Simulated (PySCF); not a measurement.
H8N2Si2, SMILES [SiH2]([SiH2]N)N.

Geometry optimised at PBE0-D3(BJ)/def2-SVP. One conformer was computed; it need not be the lowest.

Method: PBE0-D3(BJ)/def2-SVP (PySCF 2.14.0).

Frequencies are harmonic and unscaled.

| mode | ν (cm⁻¹) | IR (km/mol) | Raman (Å⁴/amu) | depolarisation | moving atoms (share of kinetic energy) |
|---|---|---|---|---|---|
| 1 | 64 | 1.2 | 0.3 | 0.75 | N 50 %, H 32 %, Si 19 % |
| 2 | 127 | 1.3 | 0.3 | 0.60 | N 62 %, H 26 %, Si 12 % |
| 3 | 185 | 2.6 | 1.7 | 0.69 | H 66 %, Si 19 %, N 15 % |
| 4 | 274 | 7.8 | 1.4 | 0.57 | H 62 %, Si 21 %, N 16 % |
| 5 | 288 | 59.8 | 0.8 | 0.64 | H 91 % |
| 6 | 411 | 98.2 | 1.3 | 0.66 | H 83 %, N 10 % |
| 7 | 421 | 72.5 | 10.1 | 0.41 | H 61 %, Si 35 % |
| 8 | 432 | 53.2 | 14.5 | 0.24 | Si 52 %, H 44 % |
| 9 | 493 | 130.8 | 2.6 | 0.43 | H 82 %, N 15 % |
| 10 | 569 | 21.5 | 6.3 | 0.75 | H 78 %, Si 19 % |
| 11 | 679 | 28.6 | 13.9 | 0.63 | H 92 % |
| 12 | 713 | 20.5 | 12.2 | 0.75 | H 92 % |
| 13 | 752 | 28.7 | 15.3 | 0.63 | H 89 %, N 8 % |
| 14 | 791 | 64.3 | 15.6 | 0.56 | H 66 %, N 27 % |
| 15 | 830 | 190.5 | 5.0 | 0.75 | H 38 %, N 31 %, Si 31 % |
| 16 | 859 | 61.8 | 7.3 | 0.23 | N 49 %, Si 30 %, H 21 % |
| 17 | 898 | 256.8 | 2.8 | 0.55 | H 80 %, N 12 %, Si 8 % |
| 18 | 944 | 35.5 | 3.4 | 0.74 | H 74 %, Si 16 %, N 11 % |
| 19 | 958 | 62.0 | 18.0 | 0.75 | H 95 % |
| 20 | 990 | 103.9 | 16.6 | 0.74 | H 95 % |
| 21 | 1533 | 50.7 | 6.6 | 0.73 | H 90 %, N 10 % |
| 22 | 1552 | 34.2 | 7.2 | 0.69 | H 90 %, N 9 % |
| 23 | 2145 | 137.4 | 135.8 | 0.44 | H 97 % |
| 24 | 2166 | 201.7 | 194.0 | 0.22 | H 97 % |
| 25 | 2207 | 116.9 | 150.3 | 0.25 | H 97 % |
| 26 | 2224 | 119.4 | 169.9 | 0.16 | H 97 % |
| 27 | 3586 | 28.6 | 170.6 | 0.10 | H 96 % |
| 28 | 3591 | 21.1 | 113.8 | 0.19 | H 96 % |
| 29 | 3682 | 27.6 | 91.0 | 0.69 | H 91 %, N 9 % |
| 30 | 3704 | 49.3 | 94.9 | 0.56 | H 91 %, N 9 % |
